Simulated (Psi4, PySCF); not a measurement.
fluoromethane (CH3F), singlet, geometry from GFN2-xTB. Base run: PySCF with HF/6-31G*, TDA.

PySCF was given this input:
```python
from pyscf import gto, scf, tdscf

mol = gto.Mole()
mol.atom = '''
    C    -0.613253    0.109706    0.058340
    F     0.723739   -0.129472   -0.068851
    H    -0.887410   -0.048861    1.101904
    H    -0.802105    1.141551   -0.239927
    H    -1.144622   -0.585684   -0.592360
'''
mol.basis = '6-31g*'
mol.charge = 0
mol.spin = 0
mol.verbose = 4
mol.build()

mf = scf.RHF(mol)
mf.kernel()
td = mf.TDA()
td.nstates = 5
td.kernel()
td.analyze()
```

Programs used: Psi4, PySCF; a row that names a program was run with it.

Each row names what was changed in the base input (with any setting that the change needs).

```csv
change,first excitation (eV),oscillator strength of the first,second (eV)
base,12.38,0.035,12.38
basis = def2-SVPD,___,___,___
basis = cc-pVDZ,12.04,0.164,12.04
basis = def2-SVP,12.13,0.151,12.13
nstates = 15,12.38,0.035,12.38
states = triplets,11.24,-,11.24
functional = camb3lyp,___,___,___
basis = 6-31G,12.11,0.020,12.11
response = full linear response,___,___,___
code = psi4,12.38,0.035,12.38
functional = bhandhlyp,11.26,0.029,11.26
```

Q: Complete the blanks.

A: 
- basis = def2-SVPD, first excitation (eV): 11.17
- basis = def2-SVPD, oscillator strength of the first: 0.079
- basis = def2-SVPD, second (eV): 11.17
- functional = camb3lyp, first excitation (eV): 10.63
- functional = camb3lyp, oscillator strength of the first: 0.030
- functional = camb3lyp, second (eV): 10.63
- response = full linear response, first excitation (eV): 12.30
- response = full linear response, oscillator strength of the first: 0.027
- response = full linear response, second (eV): 12.30

An iterative solver can miss low states, so a row lists the states that it found.
